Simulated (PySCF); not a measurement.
## Working out the excitation energy of In⁺

In⁺ [Kr] 4d10 5s2 (1S) → In⁺ [Kr] 4d10 5s1 6s1 (3S). Computed with PySCF 2.14 in aug-cc-pVDZ-PP with ECP28MDF (5s4p3d, 32 functions), with a scalar-relativistic core potential. Frozen: 4s2 4p6 4d10. Energies in hartree (1 hartree = 27.21139 eV):

```tsv
part	In⁺ (lower)	In⁺ (upper)
UHF	-189.014357	-188.641453
CCSD correlation	-0.031651	-0.005257
(T)	0.000000	0.000000
```

What does Hartree-Fock give?

(-188.641453) − (-189.014357) = 0.372904 hartree = 10.147 eV.

What do CCSD and CCSD(T) give?

The CCSD correlation energies differ by 0.026394 hartree = 0.718 eV and the triples by 0.000000 hartree = 0.000 eV, so CCSD gives 10.865 eV and CCSD(T) 10.865 eV.

Measured between the centres of the two terms (NIST): 11.645 eV, so CCSD(T) (valence) is off by -0.780 eV.

A double-zeta basis recovers only part of the correlation energy.

What remains against the reference includes basis incompleteness, the frozen core and higher excitations.
